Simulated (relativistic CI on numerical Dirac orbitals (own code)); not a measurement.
## Fe+ in a cubic cluster: 2p photoemission with charge transfer

Computed with a charge-transfer multiplet model of a cubic metal-ligand cluster with up to 3 ligand holes, Slater and spin-orbit integrals from Dirac-Coulomb-Breit ions, Slater integrals scaled by 0.7. The ground state mixes d7 with configurations of k ligand holes L, whose averages lie at kΔ + k(k − 1)U_dd/2; a core hole lowers each added d electron by U_cd. 300 K, Lorentzian 0.6 eV and Gaussian 0.8 eV FWHM.

Atomic integrals in eV (Slater integrals scaled, ζ unscaled), ground: F2dd 6.782, F4dd 4.176, zeta_d 0.042; with the core hole: F2dd 8.202, F4dd 5.098, zeta_d 0.067, zeta_core 8.135, F2cd 4.777, G1cd 3.552, G3cd 2.018.

Cluster parameters (eV): U_dd = 5.3, U_cd = 5.8, 10Dq = 0.4, 10Dq(ligand) = 1.4, V(eg) = 2.7, V(t2g) = -1.28, final-state hopping factor = 0.8.

| Case | n_d | d7 | d8L | d9L2 | d10L3 | S |
| --- | --- | --- | --- | --- | --- | --- |
| Δ = 3.4 eV | 7.56 | 0.50 | 0.44 | 0.06 | 0.00 | 0.54 |
| Δ = 4.4 eV | 7.44 | 0.60 | 0.36 | 0.04 | 0.00 | 0.80 |
| Δ = 5.4 eV | 7.26 | 0.75 | 0.24 | 0.01 | 0.00 | 1.46 |
| Δ = 6.4 eV | 7.21 | 0.80 | 0.19 | 0.01 | 0.00 | 1.49 |
| Δ = 7.4 eV | 7.18 | 0.83 | 0.16 | 0.01 | 0.00 | 1.50 |

Weights, n_d and S are thermal averages at 300 K. Binding energies count from the first peak over 30 % of the highest in each spectrum, which can be another peak from case to case. The parameters are a model scan and need not match a compound or its usual spin state. Peaks in eV (height, largest 100):
- Δ = 3.4 eV: 0.0 (100), 6.8 (20), 12.7 (53), 19.6 (11)
- Δ = 4.4 eV: 0.0 (100), 6.7 (19), 12.9 (47), 19.6 (12)
- Δ = 5.4 eV: 0.0 (100), 5.9 (17), 13.4 (67), 19.1 (11)
- Δ = 6.4 eV: 0.0 (100), 6.0 (14), 13.4 (69), 19.0 (8)
- Δ = 7.4 eV: 0.0 (100), 6.4 (10), 13.5 (70), 19.3 (6)

For the case Δ = 5.4 eV, Δ = 5.4 eV is larger than U_dd = 5.3 eV, the Mott-Hubbard side of the Zaanen-Sawatzky-Allen scheme. With the core hole the configuration with one ligand hole lies at Δ − U_cd = -2.4, -1.4, -0.4, 0.6, 1.6 eV from the one without, in the order of the table; where this is negative the screened configuration lies lower, though the effective hopping of about 3.0 eV (from the holes of the mixed ground state) mixes the two strongly wherever it is as large as the gap. The thermal average of S changes within this range, from 0.5 to 1.5; a value between half-integers is an average over states of different spin.
